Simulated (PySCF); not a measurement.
COS (SMILES O=C=S), singlet, at a GFN2-xTB geometry; MP2/cc-pVDZ (PySCF).

The PySCF input:
```python
from pyscf import gto, scf, mp

mol = gto.M(
    atom='''
O    -0.000000   -0.000000   -1.666869
C    -0.000000   -0.000000   -0.512825
S     0.000000    0.000000    1.025744
''',
    basis='cc-pvdz',
    charge=0,
    spin=0,
    verbose=4,
)

mf = scf.RHF(mol)
mf.kernel()

pt = mp.MP2(mf)
pt.kernel()
print('E(MP2) = %.10f' % pt.e_tot)
```

The log (banner, timings and long lists left out):

```
PySCF version 2.14.0

[INPUT] verbose = 4
[INPUT] num. atoms = 3
[INPUT] num. electrons = 30
[INPUT] charge = 0
[INPUT] spin (= nelec alpha-beta = 2S) = 0
[INPUT] symmetry False subgroup None
[INPUT] Mole.unit = angstrom
[INPUT] Symbol           X                Y                Z      unit          X                Y                Z       unit  Magmom
[INPUT]  1 O      0.000000000000   0.000000000000  -1.666869000000 AA    0.000000000000   0.000000000000  -3.149925895528 Bohr   0.0
[INPUT]  2 C      0.000000000000   0.000000000000  -0.512825000000 AA    0.000000000000   0.000000000000  -0.969098799830 Bohr   0.0
[INPUT]  3 S      0.000000000000   0.000000000000   1.025744000000 AA    0.000000000000   0.000000000000   1.938375233916 Bohr   0.0

nuclear repulsion = 80.1840935034985
number of shells = 15
number of NR pGTOs = 93
number of NR cGTOs = 46
basis = cc-pvdz
ecp = {}

******** <class 'pyscf.scf.hf.RHF'> ********
method = RHF
initial guess = minao
damping factor = 0
level_shift factor = 0
DIIS = <class 'pyscf.scf.diis.CDIIS'>
diis_start_cycle = 1
diis_space = 8
diis_damp = 0
SCF conv_tol = 1e-09
SCF conv_tol_grad = None
SCF max_cycles = 50
direct_scf = True
direct_scf_tol = 1e-13
Set gradient conv threshold to 3.16228e-05
Initial guess from minao.
init E= -510.862702185116
  HOMO = -0.344445392156069  LUMO = 0.0681684297718028  gap/eV = 11.22779
cycle= 1 E= -510.188483247263  delta_E= 0.674  |g|= 0.664  |ddm|= 1.91
  HOMO = -0.443097955935479  LUMO = 0.0674643110438484  gap/eV = 13.89311
cycle= 2 E= -510.232476081758  delta_E= -0.044  |g|= 0.538  |ddm|= 0.731
  HOMO = -0.424531465322991  LUMO = 0.12078251108856  gap/eV = 14.83875
cycle= 3 E= -510.289433089763  delta_E= -0.057  |g|= 0.0446  |ddm|= 0.318
  HOMO = -0.419360548049924  LUMO = 0.132729652439727  gap/eV = 15.02314
cycle= 4 E= -510.28996388433  delta_E= -0.000531  |g|= 0.0228  |ddm|= 0.0512
  HOMO = -0.418957874021217  LUMO = 0.130194810333806  gap/eV = 14.94321
cycle= 5 E= -510.290105007567  delta_E= -0.000141  |g|= 0.00372  |ddm|= 0.0249
  HOMO = -0.419879684691502  LUMO = 0.129676759568423  gap/eV = 14.95419
cycle= 6 E= -510.290112327922  delta_E= -7.32e-06  |g|= 0.00146  |ddm|= 0.0054
  HOMO = -0.419668267278402  LUMO = 0.129715447139059  gap/eV = 14.94949
cycle= 7 E= -510.290113399287  delta_E= -1.07e-06  |g|= 0.000334  |ddm|= 0.00267
  HOMO = -0.419687802270998  LUMO = 0.12971460347302  gap/eV = 14.95000
cycle= 8 E= -510.290113472125  delta_E= -7.28e-08  |g|= 7.15e-05  |ddm|= 0.000853
  HOMO = -0.419672277140557  LUMO = 0.129722889672506  gap/eV = 14.94980
cycle= 9 E= -510.290113475044  delta_E= -2.92e-09  |g|= 1.12e-05  |ddm|= 0.000198
  HOMO = -0.419673691378988  LUMO = 0.129720528367829  gap/eV = 14.94978
cycle= 10 E= -510.290113475111  delta_E= -6.74e-11  |g|= 2.99e-06  |ddm|= 2.32e-05
  HOMO = -0.419673806930969  LUMO = 0.129720424478123  gap/eV = 14.94978
Extra cycle  E= -510.290113475115  delta_E= -3.98e-12  |g|= 1.29e-06  |ddm|= 3.67e-06
converged SCF energy = -510.290113475115

******** <class 'pyscf.mp.mp2.RMP2'> ********
nocc = 15, nmo = 46
E(RMP2) = -510.736215719699  E_corr = -0.446102244583789
E(SCS-RMP2) = -510.716584797855  E_corr = -0.426471322739365
E_corr(same-spin) = -0.125597735493671
E_corr(oppo-spin) = -0.320504509090118
E(MP2) = -510.7362157197
```
